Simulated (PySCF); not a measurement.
C₆H₃Cl₂ (doublet state).
Atom-mapped SMILES: `[CH2:1]=[C:2]1[C:3]=[C:4]([Cl:5])[C:6]([Cl:7])=[CH:8]1` (hydrogens: H9, H10 on C1; H11 on C8)

Structure used (GFN2-xTB), in Å, numbered top down from 1:
```xyz
11
C6H3Cl2 angstrom
C     -2.1326    0.0447   -0.1019
C     -0.8029    0.1469   -0.0531
C      0.0126    1.3394   -0.1338
C      1.3083    1.0484   -0.0467
Cl     2.6860    2.0366   -0.0812
C      1.3962   -0.4310    0.1022
Cl     2.8805   -1.2372    0.2476
C      0.1568   -0.9566    0.0981
H     -2.7587    0.9126   -0.2147
H     -2.6220   -0.9116   -0.0290
H     -0.1187   -1.9894    0.1865
```

The calculation used UKS B3LYP, pcH-1 on C Cl H, non-relativistic, mean-field spin-orbit, GIAO (PySCF 2.14.0). Geometry: GFN2-xTB; no solvent, vibrations or thermal averaging. Couplings are sensitive to structure, and on GFN2-xTB geometries they can be far from those on DFT ones. The SCF solution wasn't tested for stability.

Question: The isotropic 13C couplings are +487.1, +71.1, +33.6, +26.1, +10.0, +2.0 MHz. Assign them to C1; C2; C3; C4; C6; C8.

Answer: 
```json
{"site": "C1", "a_iso (MHz)": "+10.0", "ρ(0) (bohr⁻³)": "+0.0089", "position": "2 bonds from C3", "distance from C3 (Å)": "2.51", "spin population": "+0.01", "largest |T| (MHz)": "2.1"}
{"site": "C2", "a_iso (MHz)": "+33.6", "ρ(0) (bohr⁻³)": "+0.0299", "position": "1 bond from C3", "distance from C3 (Å)": "1.45", "spin population": "-0.03", "largest |T| (MHz)": "13.8"}
{"site": "C3", "a_iso (MHz)": "+487.1", "ρ(0) (bohr⁻³)": "+0.4334", "position": "largest spin population", "distance from C3 (Å)": "0.00", "spin population": "+1.06", "largest |T| (MHz)": "132.3"}
{"site": "C4", "a_iso (MHz)": "+2.0", "ρ(0) (bohr⁻³)": "+0.0019", "position": "1 bond from C3", "distance from C3 (Å)": "1.33", "spin population": "-0.12", "largest |T| (MHz)": "25.2"}
{"site": "C6", "a_iso (MHz)": "+71.1", "ρ(0) (bohr⁻³)": "+0.0633", "position": "2 bonds from C3", "distance from C3 (Å)": "2.26", "spin population": "+0.07", "largest |T| (MHz)": "4.9"}
{"site": "C8", "a_iso (MHz)": "+26.1", "ρ(0) (bohr⁻³)": "+0.0232", "position": "2 bonds from C3", "distance from C3 (Å)": "2.31", "spin population": "-0.01", "largest |T| (MHz)": "12.7"}
```

Question: Match the computed a_iso(1H) values +17.9, -3.7, -0.5 MHz with the sites H9; H10; H11.

Answer: 
```
site  a_iso (MHz)  ρ(0) (bohr⁻³)         position  distance from C3 (Å)  bound to  spin population there  largest |T| (MHz)
  H9         -0.5        -0.0001  3 bonds from C3                  2.81        C1                  +0.01                6.8
 H10         -3.7        -0.0008  3 bonds from C3                  3.47        C1                  +0.01                3.8
 H11        +17.9        +0.0040  3 bonds from C3                  3.35        C8                  -0.01                3.4
```

ρ(0) is the spin density at the nucleus and T the dipolar tensor; a_iso includes a spin–orbit part. The largest Mulliken spin populations are on C3 (+1.06), C4 (-0.12) and C6 (+0.07). No atom but C3 exceeds +0.15.
